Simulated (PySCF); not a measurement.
**Gas-phase thermal properties of BaOH**

Computed with PySCF (xtb for GFN2) and rigid-rotor harmonic-oscillator thermochemistry at 1 bar. 'Table' is the NASA 1993 thermochemical table (part measured, part estimated). Open shells (unrestricted): BaOH (multiplicity 2). GFN2 has no spin-polarisation term. Ba: scalar-relativistic def2 core potential, no spin-orbit coupling. The harmonic model lacks anharmonicity and excited electronic states, which grow with temperature; levels with a mode under 35 cm⁻¹ are left out. The table's entry may be an old estimate for BaOH (not checked at source).

```csv
level,point group,σ,ZPE (kJ/mol),S°298 (J/mol/K),Cp298 (J/mol/K),S°1000 (J/mol/K),H1000 − H298 (kJ/mol)
table,-,-,-,252.9,46.4,314.7,36.4
GFN2-xTB,C∞v,1,29.4,253.1,47.2,315.4,36.6
PBE/def2-SVP,C∞v,1,29.5,257.0,48.0,319.6,36.7
PBE0/def2-TZVP,C∞v,1,31.1,254.4,47.0,316.5,36.4
```
σ: rotational symmetry number. Electronic degeneracy used: 2. Frequencies are unscaled.
